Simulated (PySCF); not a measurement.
Sn³⁸⁺ (tin, charge +38): Hartree-Fock from Schrödinger to Dirac-Coulomb-Breit

Occupied: 1s1/2, 2s1/2, 2p1/2, 2p3/2, 3s1/2. Hartree-Fock calculated with PySCF 2.14 in an even-tempered Gaussian basis (17 s from 3.4 bohr⁻², ratio 2.7; 13 p from 4.1 bohr⁻², ratio 2.7), Gaussian nucleus throughout. NR is non-relativistic, sf-X2C the spin-free one-electron X2C Hamiltonian, X2C adds the bare one-electron spin-orbit term, X2C-SNSO screens it by Boettger's factors, DC is four-component Dirac-Coulomb, and the Gaunt and Breit terms are added at first order (total energies over the DC spinors, levels after relaxing the spinors in that mean field). QED terms are absent. Levels marked empty are virtual spinors of this ion; the basis has s and p functions only, so 3d, which can lie below the n = 4 levels, is absent.

```tsv
level (eV)	NR	sf-X2C	X2C	X2C-SNSO
1s1/2	-30662.3	-31703.5	-31701.5	-31701.7
2s1/2	-6458.2	-6739.1	-6738.6	-6738.7
2p1/2	-6197.8	-6287.7	-6461.0	-6453.5
2p3/2	-6197.8	-6287.7	-6209.4	-6212.5
3s1/2	-2594.8	-2679.0	-2678.9	-2678.9
3p1/2 (empty)	-2447.9	-2482.1	-2524.5	-2522.7
3p3/2 (empty)	-2447.9	-2482.1	-2462.8	-2463.6
4s1/2 (empty)	-1358.3	-1390.8	-1390.8	-1390.8
```

Problem. Where do the four-component calculations put these levels?

Solution. 1s1/2: DC -31726.8, DC+Gaunt -31660.2, DC+Breit -31664.5; 2s1/2: DC -6741.6, DC+Gaunt -6735.1, DC+Breit -6735.5; 2p1/2: DC -6454.8, DC+Gaunt -6443.3, DC+Breit -6444.5; 2p3/2: DC -6214.7, DC+Gaunt -6206.5, DC+Breit -6207.7; 3s1/2: DC -2679.6, DC+Gaunt -2677.9, DC+Breit -2678.1; 3p1/2 (empty): DC -2523.0, DC+Gaunt -2520.2, DC+Breit -2520.6; 3p3/2 (empty): DC -2464.0, DC+Gaunt -2462.1, DC+Breit -2462.5; 4s1/2 (empty): DC -1391.0, DC+Gaunt -1390.4, DC+Breit -1390.5 (eV).

```json
{"Hamiltonian": "NR", "E (hartree)": "-4770.4275", "E − E(DC) (hartree)": "145.1970", "CPU seconds": "0.39"}
{"Hamiltonian": "sf-X2C", "E (hartree)": "-4912.9979", "E − E(DC) (hartree)": "2.6265", "CPU seconds": "0.22"}
{"Hamiltonian": "X2C", "E (hartree)": "-4914.3277", "E − E(DC) (hartree)": "1.2967", "CPU seconds": "0.28"}
{"Hamiltonian": "X2C-SNSO", "E (hartree)": "-4914.2201", "E − E(DC) (hartree)": "1.4043", "CPU seconds": "0.28"}
{"Hamiltonian": "DC", "E (hartree)": "-4915.6244", "E − E(DC) (hartree)": "0.0000", "CPU seconds": "14"}
{"Hamiltonian": "DC+Gaunt", "E (hartree)": "-4911.5240", "E − E(DC) (hartree)": "4.1004", "CPU seconds": "24"}
{"Hamiltonian": "DC+Breit", "E (hartree)": "-4911.8861", "E − E(DC) (hartree)": "3.7383", "CPU seconds": "69"}
```

Weight of the small component: 1s1/2 0.0338, 2s1/2 0.00744, 2p1/2 0.00735, 2p3/2 0.00705, 3s1/2 0.00276, 3p1/2 0.00269, 3p3/2 0.00262, 4s1/2 0.00130.

Koopmans' value for the highest occupied level at DC+Breit: 2678.1 eV, against an ionisation energy of 2687 ± 4 eV (semi-empirical (NIST evaluation); NIST Atomic Spectra Database, ionization energies); the former lacks relaxation, correlation, QED and recoil.

The whole ladder took 110 s of wall time on 1 thread of Neoverse-N1 (shared host), launched as `OMP_NUM_THREADS=1 python relrun2.py TASK.json OUT` (a driver that calls PySCF for each Hamiltonian).
